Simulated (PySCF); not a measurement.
Static response to an electric field

Species: C2H7F2NSi2.
Atom-mapped SMILES: `[F:1][C@@H:2]1[CH2:3][SiH2:4][NH:5][Si@@H:6]1[F:7]` (hydrogens: H8 on C2; H9, H10 on C3; H11, H12 on Si4; H13 on N5; H14 on Si6)

Geometry (GFN2-xTB, Å), atoms numbered from 1 in this order:
```xyz
14
C2H7F2NSi2 angstrom
F      0.026   -1.705   -1.371
C      0.093   -1.327   -0.031
C     -1.193   -0.588    0.331
Si    -1.037    1.216   -0.261
N      0.694    1.321   -0.079
Si     1.570   -0.130    0.195
F      2.709   -0.340   -0.919
H      0.175   -2.272    0.518
H     -2.047   -1.113   -0.097
H     -1.304   -0.621    1.415
H     -1.670    2.172    0.651
H     -1.450    1.412   -1.651
H      1.170    2.199   -0.191
H      2.265   -0.223    1.467
```

Level: CAM-B3LYP/def2-SVPD (PySCF), static field, nuclei fixed, core orbitals frozen in the response. The polarisability tensor in these axes (au):

```
x   81.95 -4.18  2.49
y   -4.18 78.55 -1.37
z    2.49 -1.37 69.20
```

Q: Diagonalise the tensor; give its mean and Δα, where Δα² is half the sum of the squared differences of the eigenvalues.

A: Principal values 68.69, 75.75 and 85.27 au; mean 76.57 au = 11.35 Å³ = 12.62 × 10⁻⁴⁰ C²·m²/J; Δα = 14.40 au (19 % of the mean).

Q: What is the dipole moment, and where does it point?

A: (-1.32, 1.27, 2.55) D, 3.14 D in size, pointing from the negative to the positive side. Measured along this direction, the outermost atoms are F7 at the negative end and H11 at the positive end.

Q: Form Σ f/ω² (atomic units) for the 8 lowest TDDFT singlets, given as eV and f, and set it beside the mean polarisability, which is this sum over all singlets: 6.67, 0.0076; 7.20, 0.0110; 7.38, 0.0091; 7.66, 0.0092; 7.87, 0.0051; 7.93, 0.0135; 8.06, 0.0143; 8.22, 0.0706.

A: They add up to 1.68 au, 2.2 % of the 76.57 au; the largest single term is 0.77 au, from the state at 8.22 eV. Terms in order: 0.13, 0.16, 0.12, 0.12, 0.06, 0.16, 0.16, 0.77 au. Higher excitations give the rest. The strengths listed sum to 0.140.

Q: Refractivity n − 1 of an ideal gas of it at 273.15 K and 1 atm, from the electronic α?

A: N = p/kT = 2.6868 × 10¹⁹ cm⁻³, so n − 1 = 2π × N × 11.35 × 10⁻²⁴ cm³ = 1915 × 10⁻⁶ at long wavelengths.

Q: Orientational against electronic polarisability at 350 K (dilute gas, rigid molecules)?

A: In Gaussian units μ²/3kT = 68.19 Å³ against 11.35 Å³, a ratio of 6.01; the Debye molar polarisation (4π/3)N_A(α + μ²/3kT) is 200.6 cm³/mol, leaving out the vibrational part.

One conformer (not necessarily the lowest) at the GFN2-xTB geometry, without solvent, vibrations or thermal averaging.
